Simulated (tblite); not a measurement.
C₅H₅ClF (doublet state).
Structure used (GFN2-xTB), in Å, numbered top down from 1:
```xyz
12
C5H5ClF angstrom
C      1.062   -1.588   -0.339
C      0.755   -0.690    0.589
F      1.337   -0.800    1.806
C     -0.164    0.440    0.474
C     -0.799    0.676   -0.882
C     -0.401    1.192    1.527
Cl    -1.321    2.510    1.877
H      1.758   -2.377   -0.120
H      0.632   -1.561   -1.320
H     -1.424    1.564   -0.852
H     -1.412   -0.180   -1.156
H     -0.021    0.812   -1.630
```

Structure optimised with GFN2-xTB, isolated species. This method treats the open shell by occupation alone, without spin polarisation.

Take the most abundant isotopes and a rigid rotor. The values belong to one conformer with, in the numbering `[CH2:1]=[C:2]([F:3])/[C:4]([CH3:5])=[C:6]/[Cl:7]`, C1–C2–C4–C5 -3°.

(1) What are A, B and C (MHz)?

(2) What kind of rotor is it?

(3) Is it planar, by Δ = Ic − Ia − Ib?

(4) List the rotational levels J(Ka,Kc) to J = 4 (K).

Answers

(1) Ia = 116.59, Ib = 411.08, Ic = 524.29 u·Å²; 505379 MHz·u·Å²/I gives A = 4335, B = 1229, C = 963.9 MHz.

(2) An asymmetric top: κ = (2 × 1229 − 4335 − 963.9)/(4335 − 963.9) = -0.84.

(3) Not planar: Δ = Ic − Ia − Ib = -3.38 u·Å². For a rigid frame Δ = −2 Σ m c², so Σ m c² = 1.69 u·Å² lies off the ab plane: 1.60 from hydrogen and 0.09 from heavier atoms. The atom farthest from that plane is 0.91 Å away.

(4) Above 0(0,0), as E/k:
J = 1: 1(0,1) 0.105, 1(1,1) 0.254, 1(1,0) 0.267
J = 2: 2(0,2) 0.315, 2(1,2) 0.452, 2(1,1) 0.490, 2(2,1) 0.937, 2(2,0) 0.938
J = 3: 3(0,3) 0.628, 3(1,3) 0.748, 3(1,2) 0.825, 3(2,2) 1.253, 3(2,1) 1.257, 3(3,1) 2.031, 3(3,0) 2.031
J = 4: 4(0,4) 1.041, 4(1,4) 1.142, 4(1,3) 1.270, 4(2,3) 1.674, 4(2,2) 1.685, 4(3,2) 2.453, 4(3,1) 2.453, 4(4,1) 3.540, 4(4,0) 3.540
Those of J = 1 are B + C, A + C and A + B.

For this open shell read J as N, the rotation without spin; fine and hyperfine splittings come on top. Its GFN2-xTB frequencies are all real (lowest 61 cm⁻¹). Constants of a rigid frame at the computed geometry: no zero-point averaging, no centrifugal distortion.
